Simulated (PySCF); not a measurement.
Stationary points of TaSe₂

All numbers come from B3LYP/[Ta def2-SVP with ECP60, Se def2-SVP], scalar-relativistic core potentials, density fitting, no spin–orbit coupling, PySCF.

Relaxations began from a few typed shapes; open shells are unrestricted. The search is not exhaustive: other isomers or separated fragments can lie lower, and high-lying points may rest on an excited occupation.

(1) Order these stationary points by electronic energy, lowest first, in kJ/mol from the lowest minimum.
A. doublet D∞h: Ta–Se 2.363 Å (×2); Se–Ta–Se 180.0°
B. doublet C2v: Ta–Se 2.300 Å (×2); Se–Ta–Se 108.4°

(2) Which of them are minima?

Answers

(1) B (0.0), A (197.5).

(2) By energy in kJ/mol, 0.0: minimum; 197.5: saddle point, 2 imaginary modes.

Formally Ta is in oxidation state +4, d1, with 1 unpaired electron. The Mulliken spin on Ta is 1.25. The polar-tensor charge on Ta, 0.88, is far below the formal one.

For the lowest minimum: open d and f shells are described by one determinant, and the ground state may have another occupation or spin. Spin–orbit coupling, left out here, can matter for elements this heavy.
